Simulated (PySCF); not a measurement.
Harmonic spectrum computed at PBE0 in the def2-TZVP basis family (core potentials from Rb on, PySCF, no spin–orbit coupling):

| symmetry | ω (cm⁻¹) | IR (km/mol, summed over degenerate members) |
| --- | --- | --- |
| e | 561 | 93.9 |
| b1 | 805 | 0.0 |
| b2 | 896 | 0.0 |
| a1 | 970 | 0.9 |
| b1 | 2270 | 0.0 |
| e | 2289 | 163 |
| a1 | 2311 | 2.5 |

Question: Which molecule gave it? In each, all ligands are bound to the one heavy central atom.
A. ReH₄ (doublet)
B. RuH₄ (singlet)
C. MoH₄ (triplet)
D. NbH₄ (doublet)
E. OsH₄ (singlet)

Answer: B. It has C4v symmetry with Ru–H 1.530 Å (×4).
